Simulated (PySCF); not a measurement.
**Stationary points of TcO3Br**

All numbers come from PBE0 in PySCF with Tc def2-SVP with ECP28, O def2-SVP, Br def2-SVP; scalar-relativistic core potentials, no spin–orbit coupling; density-fitted integrals.

Relaxations began from a few typed shapes. The search is not exhaustive: other isomers or separated fragments can lie lower, and high-lying points may rest on an excited occupation.

(1) Which is the lowest minimum found?
A. singlet C3v: Tc–Br 2.376 Å, Tc–O 1.660 Å (×3); Br–Tc–O 109.0° (×3), O–Tc–O 110.0° (×3)
B. singlet C3v: Tc–Br 2.376 Å, Tc–O 1.660 Å (×3); Br–Tc–O 109.0° (×3), O–Tc–O 109.9° (×3)

Answers

(1) B. The others lie at 0.4 (singlet C3v) kJ/mol above it.

Formally Tc is in oxidation state +7, d0. The polar-tensor charge on Tc, 2.01, is far below the formal one.

For the lowest minimum: stability towards spin polarisation was not tested.
